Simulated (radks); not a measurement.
The europium ion Eu2+, [Xe] 4f7. Calculated with a radial shooting solver on a logarithmic mesh with Libxc functionals: non-relativistic Kohn-Sham, r2SCAN, spin-polarised, spherical densities, point nucleus; meta-GGA in the generalised Kohn-Sham scheme. Every spin shell is full or empty, so the densities are truly spherical. Functionals are evaluated on that one density, not self-consistently. Rank these orbital-free kinetic functionals by their error against the exact value of the orbitals, and give that value: Thomas-Fermi, TF + vW, TF + vW/5, LC94, APBEK, revAPBEK, Perdew 92, Thakkar, LKT, PG1, DePristo-Kress, Ernzerhof.

Answer. Exact: 10423.3 hartree. From best to worst, with 100 (|E| - |E exact|)/|E exact| (equal figures are ties): LC94 0.00, APBEK +0.04, DePristo-Kress -0.19, revAPBEK +0.20, Ernzerhof -0.48, Thakkar -0.72, Perdew 92 -0.72, TF + vW/5 +2.70, Thomas-Fermi -5.01, PG1 +13.68, LKT +17.50, TF + vW +33.51.
